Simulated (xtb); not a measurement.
Si(H)(Cl)(Me)(OH) (CH₅ClOSi), SMILES C[SiH](O)Cl. All values are semi-empirical tight-binding results from xtb (GFN2-xTB unless named), good for trends rather than for accurate numbers. Coordinates come from a GFN2-xTB optimisation. One conformer was computed; it need not be the lowest.

Computed properties:
```
Quantity                                        Value
--------------------------------------  -------------
orbital gap                                   6.70 eV
dipole moment                                  3.63 D
zero-point energy                       37.6 kcal/mol
G − E(el) at 298.15 K (modified RRHO)   18.5 kcal/mol
static polarisability (D4 model)           62.0 bohr³
solvation energy, GFN2-xTB/ALPB(water)  -5.5 kcal/mol
solvation energy, GFN2-xTB/ALPB(chcl3)  -4.5 kcal/mol
```
